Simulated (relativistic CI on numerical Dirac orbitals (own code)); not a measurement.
What each ingredient does to the levels of Bi XIX

Base calculation: Dirac-Coulomb-Breit CI, orbitals from a KLI potential per configuration, model QED (radiative potential, 1s self-energy scaled to tabulated hydrogen-like ionisation energies), unscaled Slater integrals.

Configurations in the expansion (outside the closed core [Kr] 4d10): 4f14 5s2 5p3, 4f14 5s 5p4, 4f14 5s2 5p2 5d, 4f13 5s2 5p4, 4f14 5s 5p3 5d, 4f14 5s2 5p2 5f, 4f14 5s 5p3 5f, 4f14 5s2 5p2 5g, 4f14 5s2 5p2 6s, 4f14 5p4 5d, 4f13 5s2 5p3 5d, 4f14 5s 5p2 5d2, 4f14 5s 5p3 5g, 4f14 5s2 5p2 6p, 4f14 5s2 5p 5d 5f, 4f14 5p4 6s, 4f14 5s 5p3 6s, 4f14 5s2 5p2 6d, 4f14 5s 5p2 5d 6s, 4f14 5p5, 4f13 5p6, 4f14 5s2 5p 5d2, 4f14 5s2 5d3, 4f14 5s 5p 5d3, 4f14 5s2 5d2 5f, 4f14 5s 5p 5d2 5f, 4f14 5p3 5d2, 4f14 5p2 5d3, 4f13 5p4 5d2, 4f14 5p2 5d2 5f, 4f14 5s2 5p 5f2, 4f14 5s2 5d 5f2, 4f14 5s 5p 5d 5f2, 4f14 5s2 5f3, 4f14 5s 5p 5f3, 4f14 5s2 5p 5d 6s, 4f14 5s2 5d2 6s, 4f14 5s 5p 5d2 6s, 4f14 5s2 5d 5f 6s, 4f14 5s 5p 5d 5f 6s, 4f14 5p4 5f, 4f13 5p5 5f, 4f14 5s2 5p 6s2, 4f14 5s2 5d 6s2, 4f14 5s 5p 5d 6s2, 4f14 5s2 5f 6s2, 4f14 5s 5p 5f 6s2, 4f14 5s 5p2 5d 5f, 4f14 5p2 5d 5f2. Double excitations out of closed p, d and f shells are left out; levels of such configurations are missing from the list, as are those of other unlisted configurations, and high levels can miss mixing partners. These lack a partner that the ground configuration has and come out too high: 4f13 5s2 5p3 5d, 4f14 5s2 5p2 5g, 4f14 5s 5p3 5g, 4f14 5s2 5p2 6p, 4f14 5s2 5p2 6d.

The lowest level and the first level of each name with at least 55 % of one term (blank where a level has no safe partner in the second run):

```tsv
Level	Base (cm⁻¹)	Shift (cm⁻¹)
4f14 5s2 5p3 2P°_3/2	0	0
4f14 5s2 5p3 2D°_5/2	250871	+2761
4f14 5s2 5p3 2P°_1/2	279258	+2743
4f14 5s 5p4 4P_5/2	600175	+730
4f14 5s2 5p2 5d 4D_1/2	826544	+3882
4f13 5s2 5p4 4G°_11/2	851639	-4741
4f13 5s2 5p4 2D°_3/2	855209	-4965
4f14 5s2 5p2 5d 2G_9/2	893564	+4938
4f13 5s2 5p4 4D°_1/2	898877	-3226
4f13 5s2 5p4 2H°_11/2	1134172	-1811
4f14 5s2 5p2 5d 4F_9/2	1136527	+7654
4f13 5s2 5p4 2P°_3/2	1148219	-2200
4f13 5s2 5p4 4F°_3/2	1156178	-364
```

At this charge energies of transitions that change n are usually good to better than 1 %, and those within a shell (Δn = 0) to a few per cent.

**Question.** One thing was changed in a second run, which moved the levels as shown. Which?
A. configuration mixing switched off
B. valence Slater integrals scaled by 0.9
C. Breit term removed
D. QED terms removed

**Answer.** C. Breit term removed. The Breit term mainly narrows fine-structure intervals, so removing it widens them.

LS names give the leading component of a level, which can be under half, so a name can repeat, a term be missing and a line seem to break the LS rules.
